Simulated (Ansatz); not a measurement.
C$_{2}$H$_{7}$ClSn, SMILES `[CH3][SnH2][CH2]Cl`, relaxed with RKS PBE0-D4/def2-TZVP in the Gaussian-basis code of Ansatz from a PBE-D4/def2-SVP geometry. The force threshold is 0.005 eV/Å; the program also tests the step.

Charge 0, multiplicity 1. Sn: def2 effective core potential.

Start:

```xyz
11

C    -0.982    1.410   -0.484
Sn    0.790    0.434    0.283
C     0.307   -1.703    0.398
Cl   -0.350   -2.243   -1.194
H    -1.406    0.762   -1.276
H    -0.731    2.400   -0.909
H    -1.727    1.536    0.325
H     1.232    1.014    1.859
H     2.132    0.607   -0.795
H    -0.464   -1.899    1.168
H     1.200   -2.315    0.626
```

```csv
step,energy (eV),largest force (eV/Å),largest move (Å)
1,-20536.5317,0.501,0.000
2,-20536.5763,0.278,0.079
3,-20536.5835,0.135,0.046
4 (rejected),-20536.5714,0.493,0.046
5,-20536.5848,0.027,0.023
6,-20536.5851,0.005,0.016
7,-20536.5853,0.013,0.022
8,-20536.5854,0.034,0.040
9,-20536.5854,0.016,0.005
10,-20536.5855,0.001,0.006
11,-20536.5855,0.002,0.010
12 (rejected),-20536.5855,0.006,0.013
13,-20536.5855,0.002,0.006
14,-20536.5855,0.002,0.005
```

End:

```xyz
11

C    -0.969    1.412   -0.486
Sn    0.771    0.416    0.242
C     0.307   -1.689    0.419
Cl   -0.350   -2.304   -1.123
H    -1.318    0.905   -1.386
H    -0.741    2.451   -0.724
H    -1.757    1.384    0.267
H     1.228    0.995    1.790
H     2.084    0.571   -0.840
H    -0.446   -1.864    1.186
H     1.192   -2.277    0.655
```

Run time 48 s (4 threads of an Arm Neoverse V1 on a shared host); peak host memory 0.53 GiB.
